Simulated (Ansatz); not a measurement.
Harmonic frequencies (cm⁻¹) at PBE0-D4/def2-TZVP from Ansatz: 109, 111, 131, 150, 232, 284, 428, 454, 560, 625, 779, 806, 843, 854, 1087, 1108, 1301, 1306, 1420, 1420, 1467, 1467, 1874, 1876, 2991, 2993, 3065, 3068, 3116, 3118.

**Question.** Which molecule is it?
A. `C[B](C)[AlH2]`
B. `B[CH2][AlH][CH3]`
C. `CC[BH][AlH2]`
D. `[BH2][Al]([CH3])[CH3]`

**Answer.** A.
